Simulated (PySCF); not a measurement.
SMILES O=C(O)CB(O)O, GFN2-xTB optimised geometry.

```
12

O     -0.38    -1.57    -0.04
C      0.26    -0.54     0.00
O      1.59    -0.54     0.00
C     -0.34     0.82     0.00
B     -1.45     0.94    -1.17
O     -2.18    -0.12    -1.56
O     -1.65     2.15    -1.73
H      1.94    -1.45    -0.03
H      0.45     1.57    -0.07
H     -0.86     0.96     0.95
H     -1.94    -0.95    -1.12
H     -2.33     2.17    -2.40
```

Density from PBE/def2-TZVP in PySCF at that geometry.

Minimum of the electron density along straight lines between bonded atoms, close to the bond critical point (lines longer than 1.1 times the sum of covalent radii, or with two minima, are not listed):

```csv
bond,length / Å,ρ at the minimum / e bohr⁻³,∇²ρ there / e bohr⁻⁵,position (fraction from the first atom)
O1–C2,1.212,0.424,-0.31,0.66
C2–O3,1.335,0.313,-0.66,0.35
C2–C4,1.490,0.264,-0.67,0.53
C4–B5,1.623,0.169,-0.34,0.66
B5–O6,1.346,0.219,0.94,0.34
B5–O7,1.345,0.219,0.96,0.34
O3–H8,0.971,0.352,-2.37,0.80
C4–H9,1.086,0.278,-0.94,0.64
C4–H10,1.091,0.269,-0.87,0.64
O6–H11,0.965,0.352,-2.42,0.81
O7–H12,0.958,0.362,-2.46,0.80
```
